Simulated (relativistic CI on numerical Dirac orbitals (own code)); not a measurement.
## One change at a time: Yb54+

Base calculation: Dirac-Coulomb-Breit CI, orbitals from a KLI potential per configuration, a model potential for QED, unscaled Slater integrals.

Configurations in the expansion (outside the closed core [Ne]): 3s2 3p4, 3s 3p5, 3s2 3p3 3d, 3p6, 3s 3p4 3d, 3p5 3d, 3s 3p3 3d2, 3s2 3p2 3d 4p, 3p5 4s, 3s 3p3 3d 4s, 3s2 3p3 4s, 3p5 4p, 3s2 3p2 3d2, 3s2 3p 3d3, 3s 3p2 3d3, 3s2 3p 3d2 4s, 3p4 3d2, 3p3 3d3, 3p3 3d2 4s, 3s2 3p2 3d 4s, 3s 3p2 3d2 4s, 3s2 3p 3d 4s2. Double excitations out of closed p, d and f shells are left out; levels of such configurations are missing from the list, as are those of other unlisted configurations, and high levels can miss mixing partners.

Variants: (1) valence Slater integrals scaled by 0.9; (2) QED terms removed; (3) only the first 3 configurations. Shifts of the energy above 3s2 3p4 3P_2, in eV, for the lowest level and the first level of each name with at least 55 % of one term (blank where a level changes its place among those of its configuration and J or its character, or is not in the variant):

```tsv
Level	Base	Δ(1)	Δ(2)	Δ(3)
3s2 3p4 3P_2	0.000	0.000	0.000	0.000
3s2 3p4 1S_0	18.531	-1.662	+0.003	+1.201
3s2 3p3 3d 3P°_0	226.581	+0.152	+0.686	-1.881
3s2 3p4 3P_1	265.140	+0.660	-0.302	+1.181
3s2 3p4 1D_2	274.386	-0.290	-0.299	+1.538
3s 3p5 3P°_2	434.129	+2.781	+2.951	-0.863
3s2 3p2 3d2 3P_0	469.561	-0.276	+1.357	
3s2 3p4 3P_0	546.405	-0.094	-0.561	+4.236
3s2 3p3 3d 3G°_5	552.115	+0.317	+0.209	-2.064
3s 3p4 3d 3P_0	673.589	+1.680	+3.529	
3s 3p4 3d 5F_5	700.770	+3.475	+3.794	
3s 3p5 3P°_0	701.842	+3.336	+2.350	+1.312
```

At this charge energies of transitions that change n are usually good to better than 1 %, and those within a shell (Δn = 0) to a few per cent.

Ionisation energy from the two ground configurations alone: base 5223.99 eV. The NIST ASD value (theoretical) is 5224 eV.

LS names give the leading component of a level, which can be under half, so a name can repeat, a term be missing and a line seem to break the LS rules.
